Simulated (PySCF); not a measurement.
CHS, SMILES S[C] (connectivity only; charge and spin as stated), neutral, multiplicity 2. Atoms are numbered in the order given.

```xyz
3

S     -0.0960    -0.4070     0.0000
C      0.0549     1.2277     0.0000
H      1.2063    -0.8537     0.0000
```
Charge 0, spin multiplicity 2.

Coordinates come from a B3LYP-D3(BJ)/def2-TZVPD optimisation.

Method: PBE/def2-TZVPD (PySCF).

```json
{
 "total_energy": "-436.55071 hartree",
 "point_group": "Cs",
 "α spin, highest occupied and lowest empty level": "-5.47 and -3.68 eV",
 "β spin, highest occupied and lowest empty level": "-6.96 and -3.62 eV",
 "dipole_moment": "2.60 D",
 "quadrupole, principal values (traceless, Buckingham form, about the centre of nuclear charge)": "-4.18, 1.26, 2.92 D·Å",
 "mean_static_polarisability": "34.8 bohr³ (5.16 Å³)",
 "polarisability_principal_values": "26.6, 31.3, 46.6 bohr³",
 "⟨S²⟩": "0.756 (pure state 0.75)"
}
```
